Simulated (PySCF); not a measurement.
Compound: C3H3IN2.
Bonds: I1–C2, C2–C3 (aromatic), C3–N4 (aromatic), N4–C5 (aromatic), C5–N6 (aromatic), C2–N6 (aromatic). Hydrogens: H7 on C3; H8 on N4; H9 on C5.

Computed, not measured: PBE0-D3(BJ)/def2-SVP geometry optimisation, gas phase, def2 core potentials past Kr (PySCF).

(1) What internal coordinates does the optimisation give?

## Answers

(1) 
```
 bond  length (bohr)     order
I1–C2          3.931    single
C2–C3          2.602  aromatic
C3–N4          2.590  aromatic
N4–C5          2.568  aromatic
C5–N6          2.477  aromatic
C2–N6          2.562  aromatic
C3–H7          2.052    single
N4–H8          1.912    single
C5–H9          2.059    single
```

Orders are formal, as drawn. A selection of angles:
```
   angle  degrees
I1–C2–C3    126.2
I1–C2–N6    122.4
C3–C2–N6    111.4
C2–C3–N4    104.2
C2–C3–H7    132.3
N4–C3–H7    123.5
C3–N4–C5    107.6
C3–N4–H8    126.0
C5–N4–H8    126.4
N4–C5–N6    111.6
N4–C5–H9    122.6
N6–C5–H9    125.8
C2–N6–C5    105.2
```

N4 (pyrrole-type nitrogen) is planar (angles 126.4°, 126.0° and 107.6°, sum 360.0°, 0.00 Å off the plane of its three neighbours). N6 (pyridine-type nitrogen) is bent (angle 105.2°). The 4 C–N bonds span 1.311 Å (C5–N6, aromatic) to 1.370 Å (C3–N4, aromatic), a spread of 0.059 Å. The 6 heavy atoms lie in one plane (0.000 Å rms). The 5-membered ring C2–C3–N4–C5–N6 has internal angles of 104.2° to 111.6° (sum 540°, against 540° for a flat polygon); it is planar, 0.00 Å rms from its mean plane, widest ring torsion 0°.

Point group: Cs (tolerance 0.08 Å). No frequency check.
